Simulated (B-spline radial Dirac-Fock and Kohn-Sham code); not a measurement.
## Magnetic form factor of the 4d shell of Tc⁵⁺

System: the Tc⁵⁺ ion, configuration [Kr] 4d2.

The computed values come from an atomic code on a B-spline grid: Dirac-Fock densities. ⟨j_K⟩ is the integral of the 4d radial density with the spherical Bessel function j_K(4πsr), s = sin θ/λ.

```csv
s (Å⁻¹),⟨j0⟩,⟨j2⟩,⟨j4⟩
0,1.0000,0.0000,0.0000
0.05,0.9604,0.0157,0.0001
0.1,0.8504,0.0579,0.0014
0.15,0.6931,0.1137,0.0064
0.2,0.5178,0.1680,0.0171
0.25,0.3511,0.2082,0.0336
0.3,0.2111,0.2281,0.0543
0.35,0.1058,0.2273,0.0758
0.4,0.0352,0.2098,0.0949
0.45,-0.0060,0.1816,0.1092
0.5,-0.0251,0.1483,0.1174
0.6,-0.0243,0.0840,0.1160
0.7,-0.0044,0.0367,0.0982
0.8,0.0144,0.0092,0.0738
0.9,0.0259,-0.0031,0.0501
1,0.0303,-0.0059,0.0307
1.1,0.0297,-0.0038,0.0166
1.2,0.0263,0.0001,0.0072
1.4,0.0168,0.0077,-0.0009
1.6,0.0085,0.0119,-0.0014
```

Radial moments of the shell: ⟨r²⟩ = 2.192, ⟨r⁴⟩ = 7.729, ⟨r⁶⟩ = 40.43 in powers of bohr.
